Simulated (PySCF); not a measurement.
Static response to an electric field

Species: C6H10N2.
Geometry (GFN2-xTB, Å), atoms numbered from 1 in this order:
```
atom  x, y, z in Å
C1    -1.5533    1.1454   -0.6268
C2    -0.9577    0.2395    0.4541
C3    -1.5959   -1.1516    0.4132
C4     0.5246    0.1462    0.3104
N5     1.3969    0.5323    1.2031
C6     2.6235    0.2719    0.6779
C7     2.4935   -0.2831   -0.5599
N8     1.1468   -0.3603   -0.7880
H9    -2.6242    1.2566   -0.4736
H10   -1.3929    0.7255   -1.6183
H11   -1.0947    2.1306   -0.5896
H12   -1.1433    0.6863    1.4346
H13   -1.4382   -1.6242   -0.5548
H14   -1.1666   -1.7881    1.1832
H15   -2.6672   -1.0771    0.5844
H16    3.5158    0.5016    1.2242
H17    3.2148   -0.6198   -1.2755
H18    0.7094   -0.7256   -1.6172
```

Level: CAM-B3LYP/def2-SVPD (PySCF), static field, nuclei fixed, core orbitals frozen in the response. The polarisability tensor in these axes (au):

```
x   100.21  -0.36   0.60
y    -0.36  68.64   4.84
z     0.60   4.84  77.24
```

Give the principal values, the mean and the anisotropy Δα = √{½[(α1 − α2)² + (α2 − α3)² + (α1 − α3)²]}.

Principal values 66.45, 79.41 and 100.23 au; mean 82.03 au = 12.16 Å³ = 13.52 × 10⁻⁴⁰ C²·m²/J; Δα = 29.51 au (36 % of the mean).

What is the dipole moment, and where does it point?

(-1.12, -1.34, -3.03) D, 3.50 D in size, pointing from the negative to the positive side. Measured along this direction, the outermost atoms are H16 at the negative end and H10, H13 and H18 at the positive end.

Orientational against electronic polarisability at 350 K (dilute gas, rigid molecules)?

In Gaussian units μ²/3kT = 84.42 Å³ against 12.16 Å³, a ratio of 6.95; the Debye molar polarisation (4π/3)N_A(α + μ²/3kT) is 243.6 cm³/mol, leaving out the vibrational part.

Refractivity n − 1 of an ideal gas of it at 273.15 K and 1 atm, from the electronic α?

N = p/kT = 2.6868 × 10¹⁹ cm⁻³, so n − 1 = 2π × N × 12.16 × 10⁻²⁴ cm³ = 2052 × 10⁻⁶ at long wavelengths, for an ideal gas.

Find the Langevin capture rate constant for NH4+ (18.034 u) meeting this molecule (110.084 u), k = 2.342 × 10⁻⁹ cm³/s × √(α in Å³ / reduced mass in u).

The reduced mass is 15.50 u, so k = 2.07 × 10⁻⁹ cm³/s. The formula leaves out the permanent dipole, which adds to the capture rate.

Molar refractivity from α?

Lorentz–Lorenz: R = (4π/3)N_A α = 2.5225 cm³/(mol·Å³) × 12.16 Å³ = 30.7 cm³/mol, in the limit of long wavelengths.

Form Σ f/ω² (atomic units) for the 8 lowest TDDFT singlets, given as eV and f, and set it beside the mean polarisability, which is this sum over all singlets: 5.93, 0.0012; 6.57, 0.2300; 6.84, 0.0004; 6.89, 0.0303; 7.13, 0.0018; 7.25, 0.0285; 7.60, 0.0015; 7.63, 0.0318.

They add up to 5.31 au, 6.5 % of the 82.03 au; the largest single term is 3.95 au, from the state at 6.57 eV. Terms in order: 0.03, 3.95, 0.01, 0.47, 0.03, 0.40, 0.02, 0.40 au. Higher excitations give the rest. The strengths listed sum to 0.326.

Geometry: GFN2-xTB, one conformer, isolated molecule.

These values come from a run that also computed excited states. Hardware: one thread of an Arm Neoverse V1, no GPU, shared host. Cost: 58 s of wall time.
